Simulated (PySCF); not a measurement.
Computed shifts of a molecule C₃H₉BO₂, PBE/pcSseg-1 (PySCF), GIAO, gas phase, equivalent atoms averaged, in ppm (number of nuclei): ¹³C: 64.6 (1), 58.2 (1), -0.9 (1). ¹H: 4.07 (3), 4.01 (2), 0.87 (3), -0.11 (1). References: ¹³C against TMS (σ = 182.0 ppm); ¹⁷O against H2O (σ = 334.3 ppm); ¹¹B against BF3 (σ = 83.9 ppm); ¹H against TMS (σ = 31.49 ppm), references at their B3LYP-D3(BJ)/def2-TZVP geometries, non-relativistic. Coordinates come from a B3LYP-D3(BJ)/def2-SVP optimisation. Other conformers were not sampled.

Q: Which molecule gave these data?
(A) COB(C)CO
(B) CB(O)CCO
(C) CCOBOC
(D) CCOB(C)O

A: A, COB(C)CO
